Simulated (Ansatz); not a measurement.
Basis sets compared for (HMg-mu-F)2 (Mg₂H₂F₂). The state is a singlet with charge 0. Geometry PBE0-D4/def2-TZVP. Ansatz on 4 threads of Intel Xeon Platinum 8259CL on a shared host; times are rough, and most runs start from earlier orbitals.

```xyz
6

Mg    0.911   -0.405   -1.049
H     1.981   -0.877   -2.271
F    -0.209   -1.198    0.281
Mg   -0.913    0.404    1.047
H    -1.975    0.878    2.276
F     0.205    1.198   -0.284
```

B3LYP takes the VWN-RPA correlation.

Binding counts from free atoms (Mg singlet, H doublet, F doublet) in the same basis, without a counterpoise term.

```json
{"level": "HF/6-31G", "functions": "48", "energy (Eh)": "-599.3821", "HOMO (eV)": "-10.75", "LUMO (eV)": "1.31", "binding per atom (eV)": "2.15", "wall time": "0.3 s"}
{"level": "PBE-D4/def2-SVP", "functions": "74", "energy (Eh)": "-600.4860", "HOMO (eV)": "-6.54", "LUMO (eV)": "-1.59", "binding per atom (eV)": "3.02", "wall time": "0.85 s"}
{"level": "B3LYP-D4/6-31G", "functions": "48", "energy (Eh)": "-601.2023", "HOMO (eV)": "-7.67", "LUMO (eV)": "-1.12", "binding per atom (eV)": "2.81", "wall time": "0.9 s"}
{"level": "PBE0-D4/def2-SVP", "functions": "74", "energy (Eh)": "-600.5269", "HOMO (eV)": "-7.73", "LUMO (eV)": "-0.87", "binding per atom (eV)": "2.94", "wall time": "1.1 s"}
```

**Question.** Estimate the rows for HF/def2-TZVP, PBE-D4/def2-TZVP, B3LYP-D4/def2-TZVP, PBE0-D4/def2-TZVP (with forces).

**Answer.** 
```json
{"level": "HF/def2-TZVP", "functions": "138", "energy (Eh)": "-599.5329", "HOMO (eV)": "-10.68", "LUMO (eV)": "1.18", "binding per atom (eV)": "2.25", "wall time": "0.8 s"}
{"level": "PBE-D4/def2-TZVP", "functions": "138", "energy (Eh)": "-600.8680", "HOMO (eV)": "-6.55", "LUMO (eV)": "-1.72", "binding per atom (eV)": "2.92", "wall time": "1.4 s"}
{"level": "B3LYP-D4/def2-TZVP", "functions": "138", "energy (Eh)": "-601.3706", "HOMO (eV)": "-7.59", "LUMO (eV)": "-1.30", "binding per atom (eV)": "2.92", "wall time": "1.4 s"}
{"level": "PBE0-D4/def2-TZVP (with forces)", "functions": "138", "energy (Eh)": "-600.9072", "HOMO (eV)": "-7.74", "LUMO (eV)": "-0.99", "binding per atom (eV)": "2.86", "wall time": "1.7 s"}
```
